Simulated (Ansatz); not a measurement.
Relaxation of BCl₂FH (5 atoms, charge 0, multiplicity 2), to a largest force component of 0.03 eV/Å in at most 50 steps.

Level of theory: Ansatz, UHF/def2-SVP.

```xyz
5
Properties=species:S:1:pos:R:3
B 0.000 0.000 -0.362
F 0.000 0.000 2.184
Cl 1.529 0.000 -1.207
Cl -1.529 0.000 -1.207
H 0.000 0.000 3.092
```

Where does it end, and by what steps?

The run converged. The force dipped under the threshold on the way, but the program's further checks kept it going. After 7 steps the energy has fallen by 0.222 eV; F2 moved furthest, 0.63 Å.

```tsv
step	energy less start (eV)	largest force component (eV/Å)	accepted
0	0.0000	1.105	yes
1	-0.1603	0.175	yes
2	-0.2102	0.108	yes
3	-0.2195	0.024	yes
4	-0.2215	0.047	yes
5	-0.2126	1.171	no
6	-0.2219	0.018	yes
7	-0.2222	0.009	yes
```

```xyz
5
Properties=species:S:1:pos:R:3
B 0.000 0.000 -0.793
F 0.000 0.000 2.811
Cl 1.535 0.000 -1.614
Cl -1.535 0.000 -1.614
H 0.000 0.000 3.711
```

Whether the end is a true minimum wasn't checked by a vibrational analysis.

Run time: 9.8 s on 1 thread of Arm Neoverse V1, with other jobs on the host, peak memory 0.14 GiB.
